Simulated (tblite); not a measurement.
C₇H₄F (doublet state).
Z-matrix (Å and degrees, GFN2-xTB geometry), rows numbered from 1:
```
C 
C   1  1.2133
C   2  1.4074  1  160.68
C   3  1.3594  2  127.86  1    92.80
F   4  1.3313  3  127.46  2    -1.86
C   4  1.4890  3  111.14  2   176.85
C   6  1.4950  4  101.55  3     1.51
C   7  1.3386  6  110.31  4    -0.63
H   6  1.0929  4  111.80  3   121.67
H   6  1.0930  4  111.73  3  -118.49
H   7  1.0741  6  122.69  4  -179.95
H   8  1.0742  3  122.71  2     1.91
```

Computed values, GFN2-xTB/tblite, gas phase, harmonic and unscaled. Errors from tens to a few hundred cm⁻¹ against measured bands are possible. One conformer, not necessarily the lowest. Open shells enter through the occupations alone, without spin polarisation, and single modes of such species can be off by tens of per cent.

Harmonic wavenumbers (cm⁻¹): 119.0, 136.9, 230.7, 300.1, 358.6, 377.3, 428.2, 551.5, 576.8, 668.8, 743.2, 825.3, 860.4, 894.1, 1005.6, 1025.0, 1033.4, 1114.0, 1184.5, 1214.0, 1283.8, 1333.4, 1382.5, 1552.4, 1607.0, 2040.9, 2950.4, 2976.5, 3141.1, 3157.0.

A = 3429, B = 2026, C = 1288 MHz; mass 107.030 u (most abundant isotopes); point group C1, symmetry number 1; spin multiplicity 2.

Problem. Zero-point energy?

Solution. ½Σν̃ = 17536 cm⁻¹ = 209.78 kJ/mol.

Problem. Give the ideal-gas entropy at 200 K and 1 bar in the rigid-rotor, harmonic-oscillator model (classical rotation).

Solution. Translation 158.84, rotation 112.07, vibration 35.91, spin (R ln 2) 5.76: S = 312.6 J/(mol K).

Problem. And Cp and H(200 K) − H(0)?

Solution. Cp = 85.75 J/(mol K), of which vibrations give 52.49 (their classical limit is 30 R = 249.4); H(200 K) − H(0) = 11.16 kJ/mol without the zero-point energy, 4.51 from vibrations.

Problem. How do the functions run with temperature in this model?

Solution. 
```
T (K)  S (J/(mol K))  Cp (J/(mol K))  H − H(0) (kJ/mol)  G − H(0) (kJ/mol)  ln q(vib)
  100          265.0            55.0               4.12             -22.38       0.41
  300          353.1           115.8              21.25             -84.67       3.05
  500          424.6           165.1              49.66            -162.62       6.18
  800          512.7           208.6             106.41            -303.73      10.84
 1000          561.2           226.2             150.00            -411.23      13.75
```

q(vib) and H(0) count from the zero-point level.

Problem. Blend soft modes into free rotors: weight 1/[1 + (100 cm⁻¹/ν̃)⁴] for the oscillator and the rest for a rotor with moment μB/(μ + B), μ = h/(8π²ν), B = 10⁻⁴⁴ kg m². What vibrational entropy results?

Solution. 35.99 J/(mol K) in place of 35.91, which changes −T·S at 200 K by -0.02 kJ/mol.

Problem. Which modes carry the vibrational entropy at 200 K?

Solution. 119.0 cm⁻¹: 9.86; 136.9 cm⁻¹: 8.77; 230.7 cm⁻¹: 5.00; 300.1 cm⁻¹: 3.36; 358.6 cm⁻¹: 2.41; 377.3 cm⁻¹: 2.17 J/(mol K); the other 24 give 4.34 together.

Problem. What must be added to the electronic energy to get the Gibbs energy at 200 K and 1 bar?

Solution. ZPE + [H(200 K) − H(0)] − T·S = 209.78 + 11.16 − 62.52 = 158.42 kJ/mol.

Hindered rotation and anharmonicity are outside this model. Other conformers, if any are populated, would add a mixing term that is left out.
